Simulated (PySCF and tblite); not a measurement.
The numbers below are computed, except where a source is named.
C₆N₂, numbered as in [N:1]#[C:2][C:3]#[C:4][C:5]#[C:6][C:7]#[N:8].

GFN2-xTB molecular dynamics (tblite; Langevin, friction 0.005 fs⁻¹, 1.5 fs steps, hydrogen mass 4 u): 400 + 8000 steps at each temperature, started from the lowest conformer, nuclei classical.

GIAO shieldings at KT2/pcSseg-1 (IEF-PCM, water) (PySCF) on 6 frames a temperature; like atoms are averaged, and of two unlike H on one atom a is the less shielded at the minimum.

(1) How far do thermal motions move the shieldings from their values at the minimum?

(2) What do the single frames at 300 K give for C2/C7?

(3) How does the lowest singlet excitation (CAM-B3LYP/def2-SVPD) spread?

Changes within two standard errors are not significant.

The study took 8.1 min on 1 thread of Arm Neoverse V1, on a host shared with other jobs (rough), peak memory 0.81 GiB, launched as `OMP_NUM_THREADS=1 python ens_run.py task.json out`.

## Answers

(1) 
| signal | σ at minimum (ppm) | Δσ, 100 K | Δσ, 300 K | Δσ, 500 K |
| --- | --- | --- | --- | --- |
| N1/N8 | -8.0 | -2.5 ± 0.7 | -10.3 ± 1.1 | -9.3 ± 3.0 |
| C2/C7 | 84.8 | 0.0 ± 0.2 | -2.0 ± 0.8 | -1.1 ± 0.9 |
| C3/C6 | 137.1 | -1.2 ± 0.4 | -3.0 ± 0.4 | -6.5 ± 1.0 |
| C4/C5 | 122.4 | -1.4 ± 0.3 | -4.6 ± 1.0 | -4.9 ± 0.9 |

Errors are standard errors over frames. Zero-point motion is missing, and a reference compound would move too.

(2) 
```json
{"t (fs)": "1599", "V above the minimum, tight binding (kcal/mol)": "5.7", "E above it, DFT (kcal/mol)": "4.7", "torsions (°)": "none", "σ (ppm)": "80.1"}
{"t (fs)": "3600", "V above the minimum, tight binding (kcal/mol)": "3.8", "E above it, DFT (kcal/mol)": "2.3", "torsions (°)": "none", "σ (ppm)": "81.4"}
{"t (fs)": "5600", "V above the minimum, tight binding (kcal/mol)": "7.6", "E above it, DFT (kcal/mol)": "8.7", "torsions (°)": "none", "σ (ppm)": "85.3"}
{"t (fs)": "7600", "V above the minimum, tight binding (kcal/mol)": "4.0", "E above it, DFT (kcal/mol)": "3.4", "torsions (°)": "none", "σ (ppm)": "83.3"}
{"t (fs)": "9600", "V above the minimum, tight binding (kcal/mol)": "8.2", "E above it, DFT (kcal/mol)": "9.4", "torsions (°)": "none", "σ (ppm)": "82.1"}
{"t (fs)": "11601", "V above the minimum, tight binding (kcal/mol)": "6.7", "E above it, DFT (kcal/mol)": "7.4", "torsions (°)": "none", "σ (ppm)": "84.6"}
```

(3) 3.58 eV at the minimum; 3.52 eV with a spread of 0.10 eV at 100 K; 3.47 eV with a spread of 0.08 eV at 300 K; 3.30 eV with a spread of 0.22 eV at 500 K.
